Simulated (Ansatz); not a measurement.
Mulliken charges of `FI(F)(F)(F)F` from ωB97M-V/def2-TZVPP in Ansatz (PBE0-D4/def2-TZVP geometry).

```tsv
atom	x (Å)	y (Å)	z (Å)	charge (e)
F1	-1.010	0.847	-1.341	-0.333
I2	-0.012	-0.359	-0.295	1.568
F3	-1.579	-0.780	0.660	-0.333
F4	0.999	-1.192	1.057	-0.333
F5	1.567	0.435	-0.944	-0.333
F6	0.035	1.049	0.863	-0.238
```

**Question.** By hand: the dipole of these point charges (1 e Å = 4.8032 D).

**Answer.** Σ q r = (-0.019, -0.583, -0.479) e Å, of length 0.755 e Å = 3.63 D.

**Question.** How does the dipole of the full density compare? (Estimate.)

**Answer.** The calculation gave: (-0.013, -0.402, -0.331) e Å, 2.50 D; the point charges give 1.45 times that, at 0° from its direction.

Point charges leave out the atoms' own dipoles, such as those of lone pairs, and Mulliken's split depends on the basis, so the two needn't agree.
